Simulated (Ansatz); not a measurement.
`[SiH3][SiH]1COC1` + H₂ → `C1OC[SiH2]1` + SiH₄ at 600 K and 1 bar (hydrogenolysis of the Si–Si bond).

Calculated with Ansatz (gas phase, PBE0-D4/def2-TZVP geometries, no zero-point term in ΔE). CCSD(T)/CBS adds triple-zeta CCSD(T) − MP2 to the extrapolated MP2 energy (def2 sets, frozen cores). This one scheme is used for every species.

| species | CCSD(T)/CBS energy (Eh) | H − E (kJ/mol) | S (J/(mol·K)) |
| --- | --- | --- | --- |
| `[SiH3][SiH]1COC1` | -734.18994 | 312.4 | 469.3 |
| H₂ | -1.17544 | 43.9 | 150.8 |
| `C1OC[SiH2]1` | -443.90883 | 246.2 | 376.5 |
| SiH₄ | -291.46306 | 108.7 | 242.3 |

H − E and S are ideal-gas, rigid-rotor, harmonic terms from PBE0-D4/def2-TZVP. For small species the MP2-based limit differs from directly extrapolated CCSD(T) by up to some mEh (0.8 for H₂); such offsets cancel only in part. 1 Eh = 2625.50 kJ/mol, R = 8.31446 J/(mol·K).

Question: By hand: ΔE, ΔH, ΔS and ΔG.

Answer: ΔE = (-443.90883) + (-291.46306) − (-734.18994) − (-1.17544) = -0.00651 Eh = -17.1 kJ/mol. Δ(H − E) = 246.2 + 108.7 − 312.4 − 43.9 = -1.4, so ΔH = -18.5 kJ/mol. ΔS = 376.5 + 242.3 − 469.3 − 150.8 = -1.3 J/(mol·K). ΔG = -18.5 − 600 × (-1.3)/1000 = -17.7 kJ/mol.

Question: By hand: the equilibrium constant, and the temperature at which ΔG would vanish if ΔH and ΔS stayed fixed.

Answer: log₁₀ K = −ΔG/(RT ln 10) = 1.5. ΔG = 0 at ΔH/ΔS = 14231 K, far beyond where these terms or the molecules hold.

The number of gas molecules stays the same, so ΔS is small and ΔH decides. A doubt of 5 kJ/mol in ΔE shifts log₁₀ K by 0.4 here. Modes under 60 cm⁻¹, often nearly free rotors, make the harmonic entropy too high. These are equilibria of isolated gas molecules and say nothing of rates. Largest T1 diagnostic: 0.013 (customary marks: 0.02 for closed shells, 0.045 for open ones).
